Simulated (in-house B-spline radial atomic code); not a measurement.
**Response and correlation of Nd XLIII (Nd42+)**

Closed shell [Ne] 3s2 3p6. Computed with an all-electron radial atomic-structure program (B-spline basis): Dirac-Hartree-Fock, relativistic RPA (time-dependent Dirac-Hartree-Fock) for the response and second-order many-body perturbation theory for correlation, no-pair Dirac-Coulomb Hamiltonian, finite nucleus.

| multipole (bohr³, bohr⁵, bohr⁷) | uncoupled | coupled RPA |
| --- | --- | --- |
| dipole | 0.010211 | ? |
| quadrupole | 0.00032625 | 0.00034528 |
| octupole | 3.9727e-05 | 4.772e-05 |

Task: What is the coupled dipole polarisability?

Result: 0.009661 atomic units, -5 % against the uncoupled value.

Task: Which subshells carry the dipole polarisability?

Result: 3p3/2 73.6 %, 3p1/2 24.4 %, 3s1/2 1.6 %.

Task: What does the dipole shielding factor come to?

Result: The dipole shielding factor is 0.300, against the exact N/Z = 18/60 = 0.300 of the non-relativistic theorem.

Dipole polarisability at imaginary frequency:

```
u (Eh)  α(iu) (bohr³)
     0       0.009661
  5.64       0.007794
  14.1       0.004313
  28.2       0.002162
  42.3       0.001441
  56.4       0.001078
  84.6      0.0006943
   113      0.0004907
   141      0.0003693
   197      0.0002332
   282      0.0001368
   423      7.111e-05
   564      4.335e-05
   846      2.086e-05
  1410      7.994e-06
  2820      2.098e-06
```

Task: What dispersion coefficients follow for two such ions (the dispersion part alone)?

Result: C6 = (3/π)∫α(iu)²du = 0.0009561 hartree·bohr⁶ and C8 = 0.0002729 hartree·bohr⁸.

Lowest J = 1 odd-parity excitations:

```
energy (eV)  oscillator strength  leading channel  weight
     188.17              0.00197     3p3/2 → d3/2   0.927
     248.92                0.351     3p3/2 → d5/2   0.828
     348.25                0.692     3p1/2 → d3/2   0.955
     1482.7                0.277     3p3/2 → s1/2   0.999
     1610.5                0.119     3p1/2 → s1/2   0.992
     1669.7               0.0206     3p3/2 → d3/2   0.927
     1684.2                 1.66     3p3/2 → d5/2   0.931
     1801.3                0.851     3p1/2 → d3/2   0.922
```

Second-order correlation energy by the highest angular momentum of the excited pair (hartree): s -0.02325, p -0.1764, d -0.6559, f -0.1367, g -0.05267, h -0.01925, i -0.008699, k -0.004477.

Task: What is the second-order correlation energy at the partial-wave limit?

Result: The listed waves sum to -1.0774 hartree; extrapolating the increments as (l + 1/2)⁻⁴ gives -1.0866 hartree, -1.64 eV per electron.
